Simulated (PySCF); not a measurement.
SbF and its ions

PBE0; Sb cc-pVTZ-PP with ECP28, F cc-pVTZ; scalar-relativistic core potentials (PySCF 2.14). Neutral (UKS): triplet (π ↑↑), Re = 1.930 Å, ωe = 616 cm⁻¹, De = 4.03 eV, HOMO -6.38 eV, LUMO -2.78 eV.

SbF⁺ (UKS): doublet (π ↑), Re = 1.860 Å, ωe = 723 cm⁻¹, De = 4.25 eV to Sb⁺ + F. The energies at the minima are -340.03993 hartree for SbF and -339.71553 for SbF⁺.

Q: Work out the adiabatic ionisation energy, without and with harmonic zero-point energies (1 hartree = 27.2114 eV, 1 eV = 8065.5 cm⁻¹), and the change of the bond length.

A: At PBE0: 0.32440 hartree = 8.827 eV between the minima; the zero-point term (723.0 − 616.0)/2 cm⁻¹ = +0.007 eV makes it 8.834 eV. Re changes by -7.0 pm against the neutral. The electron leaves a π orbital, and the shorter bond of the ion fits an antibonding orbital, or a change in how ionic the bond is.

These are scalar-relativistic numbers at best; spin–orbit coupling would shift them, the dissociation energy most. For an ion De counts to the pair picked by the measured ionisation energies or electron affinities, which need not be the lowest pair at this level. States were picked by a PBE0 search and need not be the measured ground states.
